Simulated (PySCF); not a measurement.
From one molecule to another.

First species: C3H9NSi3.
SMILES: `C(=C)([SiH]([SiH3])[SiH3])C#N`

Second species: C7H7NO.
SMILES: `N#CC[C@@H]1CC=CC1=O`

Levels: PBE0/def2-SVPD for dipole moment, HOMO energy, LUMO energy, HOMO–LUMO gap, static isotropic polarisability and electronic spatial extent ⟨r²⟩ about the centre of nuclear charge; TDDFT PBE0/def2-SVPD for lowest singlet excitation; TDA PBE0/def2-SVPD for lowest triplet excitation (Tamm–Dancoff); GFN2-xTB for rotational constant A and rotational constant C. Geometries: GFN2-xTB. Each species is one conformer at its optimised geometry, gas phase, non-relativistic unless stated; the electronic structure was computed with PySCF and density fitting.

The conformers computed, where there is a choice (atom-mapped SMILES and torsion angles):
- `[CH2:1]=[C:2]([C:3]#[N:4])[SiH:5]([SiH3:6])[SiH3:7]`: C1–C2–Si5–Si6 -116°
- `[N:1]#[C:2][CH2:3][C@@H:4]1[CH2:5][CH:6]=[CH:7][C:8]1=[O:9]`: C2–C3–C4–C5 -66°

Question: Which has the higher rotational constant C?

Answer: The second: 0.893 GHz against 0.862 GHz, a difference of 0.031 GHz.

Question: Which of the two has the higher S1 energy, and by how much?

Answer: The first: 5.54 eV against 3.85 eV, a difference of 1.69 eV.

Question: Which has the higher HOMO energy?

Answer: The second: -7.69 eV against -8.03 eV, a difference of 0.34 eV.

Question: Which of the two has the higher T1 energy, and by how much?

Answer: The first: 3.52 eV against 3.38 eV, a difference of 0.14 eV.

Question: Which has the higher dipole moment?

Answer: The second: 4.03 D against 3.74 D, a difference of 0.29 D.

Question: Which of the two has the higher ⟨r²⟩, and by how much?

Answer: The first: 1584 bohr² against 1234 bohr², a difference of 350 bohr².

Question: Which of the two has the higher rotational constant A, and by how much?

Answer: The second: 3.234 GHz against 1.305 GHz, a difference of 1.929 GHz.

Question: Which has the higher static isotropic polarisability?

Answer: The first: 128.1 au against 83.4 au, a difference of 44.7 au.

On the first: The polarisability is 18.99 Å³ as a volume (1 au = 0.148185 Å³), or 1.69 au for each of the 76 electrons. The 8 singlets span 5.54 to 7.01 eV, and their oscillator strengths add up to 0.40.

On the second: S1 lies 1.91 eV below the HOMO–LUMO gap; its leading configuration is HOMO→LUMO, weight 0.97. No computed singlet falls in the visible range (750 to 380 nm, 1.65 to 3.26 eV); S1 lies 0.59 eV above its blue end.
